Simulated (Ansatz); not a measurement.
Ansatz (a program for electronic structure) job for Mo(S)2(SH)2 (H2MoS4), SMILES [S]=[Mo](=[S])([SH])[SH], multiplicity 1, PBE-D3(BJ)/def2-SVP. 

Ansatz 0.2 input:
```yaml
crystal:
  periodic: [false, false, false]
  atoms:
    - {symbol: Mo, position_ang: [-0.00000000, -0.00000000, 0.06770427]}
    - {symbol: S, position_ang: [-0.29323567, -1.73066648, 1.23945878]}
    - {symbol: S, position_ang: [0.29323567, 1.73066621, 1.23945915]}
    - {symbol: S, position_ang: [-1.92423414, 0.18301113, -1.22795875]}
    - {symbol: H, position_ang: [-1.69464807, 1.46661339, -1.60579271]}
    - {symbol: S, position_ang: [1.92423415, -0.18301088, -1.22795878]}
    - {symbol: H, position_ang: [1.69464809, -1.46661305, -1.60579302]}
basis:
  gaussian:
    orbitals: def2-SVP
hamiltonian:
  xc: pbe
  dispersion: d3bj
relax: {f_tol: 0.002, max_steps: 200}
```

Log of the run:

```
WARN ansatz: RAYON_NUM_THREADS=1 ignored (pool sized by the plan → 1); use --threads N
Functional definition: PBE
integrals: 0.07 GiB planned
1239 factors; their error is unknown
mean field: 0.34 GiB planned
mean field evaluation 1: about -45200.7394 eV, gradient 3.4e1 eV
mean field evaluation 2: about -45161.8732 eV, gradient 1.1e2 eV
mean field evaluation 4: about -45201.9376 eV, gradient 2.8e1 eV
mean field evaluation 8: about -45203.6999 eV, gradient 3.4e-1 eV
mean field evaluation 16: about -45203.6197 eV, gradient 1.7e-3 eV
mean field -45203.61971627 eV, -1661.2023844589 hartree, gradient 7.6e-6 eV, S^2 0.000000; 0 other end points of the search recorded, 0 dependent functions left out
the calculation of the forces begins
reference -45203.61978119 eV, -1661.2023868448 hartree; 40, 40 occupied and 73, 73 virtual orbitals, 1239 factors
relax step   1: F+E_penalty+E_count = -45203.98528467 eV  Δ(F+E_penalty+E_count) = +0.000e0 eV  max|allowed force component| = 4.049e-1 eV/Å  Δτ_max = 0.0000 Å  (35 SCF iters, accepted)
these checks for a lower state are left out or cut short: starts, cluster_reference, orbital_swaps, neighbouring_geometries, increment
integrals: 0.07 GiB planned
1239 factors; their error is unknown
mean field: 0.34 GiB planned
mean field -45203.62472909 eV, -1661.2025686769 hartree, gradient 1.6e-5 eV, S^2 0.000000; 0 other end points of the search recorded, 0 dependent functions left out
the calculation of the forces begins
reference -45203.62479408 eV, -1661.2025710650 hartree; 40, 40 occupied and 73, 73 virtual orbitals, 1239 factors
relax step   2: F+E_penalty+E_count = -45203.98976516 eV  Δ(F+E_penalty+E_count) = -4.480e-3 eV  max|allowed force component| = 1.852e-1 eV/Å  Δτ_max = 0.0199 Å  (35 SCF iters, accepted)
these checks for a lower state are left out or cut short: starts, cluster_reference, orbital_swaps, neighbouring_geometries, increment
integrals: 0.07 GiB planned
1239 factors; their error is unknown
mean field: 0.34 GiB planned
mean field evaluation 32: about -45203.7044 eV, gradient 1.0e0 eV
mean field -45203.62667033 eV, -1661.2026400158 hartree, gradient 1.4e-5 eV, S^2 0.000000; 0 other end points of the search recorded, 0 dependent functions left out
the calculation of the forces begins
reference -45203.62673526 eV, -1661.2026424023 hartree; 40, 40 occupied and 73, 73 virtual orbitals, 1239 factors
relax step   3: F+E_penalty+E_count = -45203.99156374 eV  Δ(F+E_penalty+E_count) = -1.799e-3 eV  max|allowed force component| = 1.726e-2 eV/Å  Δτ_max = 0.0179 Å  (35 SCF iters, accepted)
these checks for a lower state are left out or cut short: starts, cluster_reference, orbital_swaps, neighbouring_geometries, increment
integrals: 0.07 GiB planned
1239 factors; their error is unknown
mean field: 0.34 GiB planned
mean field -45203.62650619 eV, -1661.2026339841 hartree, gradient 1.7e-5 eV, S^2 0.000000; 0 other end points of the search recorded, 0 dependent functions left out
the calculation of the forces begins
reference -45203.62657113 eV, -1661.2026363705 hartree; 40, 40 occupied and 73, 73 virtual orbitals, 1239 factors
relax step   4: F+E_penalty+E_count = -45203.99163094 eV  Δ(F+E_penalty+E_count) = -6.720e-5 eV  max|allowed force component| = 3.081e-3 eV/Å  Δτ_max = 0.0045 Å  (27 SCF iters, accepted)
these checks for a lower state are left out or cut short: starts, cluster_reference, orbital_swaps, neighbouring_geometries, increment
integrals: 0.07 GiB planned
1239 factors; their error is unknown
mean field: 0.34 GiB planned
mean field -45203.62649555 eV, -1661.2026335930 hartree, gradient 6.1e-5 eV, S^2 0.000000; 0 other end points of the search recorded, 0 dependent functions left out
the calculation of the forces begins
reference -45203.62656049 eV, -1661.2026359795 hartree; 40, 40 occupied and 73, 73 virtual orbitals, 1239 factors
relax step   5: F+E_penalty+E_count = -45203.99163422 eV  Δ(F+E_penalty+E_count) = -3.274e-6 eV  max|allowed force component| = 1.303e-3 eV/Å  Δτ_max = 0.0010 Å  (22 SCF iters, accepted)
integrals: 0.07 GiB planned
1239 factors; their error is unknown
mean field: 0.34 GiB planned
mean field evaluation 64: about -45203.7055 eV, gradient 1.0e-1 eV
mean field -45203.62649555 eV, -1661.2026335930 hartree, gradient 6.1e-5 eV, S^2 0.000000; 1 other end points of the search recorded, 0 dependent functions left out
the calculation of the forces begins
reference -45203.62656049 eV, -1661.2026359795 hartree; 40, 40 occupied and 73, 73 virtual orbitals, 1239 factors
Total energy: -45203.99169916 eV, -1661.2160545780 hartree
Atom 0 at     0.000000    -0.000000     0.060776 Å, force     0.000000    -0.000000    -0.000005 eV/Å
Atom 1 at    -0.294017    -1.739857     1.238499 Å, force     0.000439    -0.001303     0.000608 eV/Å
Atom 2 at     0.294017     1.739857     1.238500 Å, force    -0.000439     0.001303     0.000608 eV/Å
Atom 3 at    -1.925606     0.175932    -1.228632 Å, force     0.000349     0.000229    -0.000344 eV/Å
Atom 4 at    -1.688784     1.470792    -1.600696 Å, force     0.000525    -0.000079    -0.000262 eV/Å
Atom 5 at     1.925606    -0.175932    -1.228632 Å, force    -0.000349    -0.000229    -0.000344 eV/Å
Atom 6 at     1.688784    -1.470791    -1.600697 Å, force    -0.000525     0.000079    -0.000262 eV/Å
Dipole moment:    -0.000000    -0.000000    -0.359792 e Å
```

The run converged.
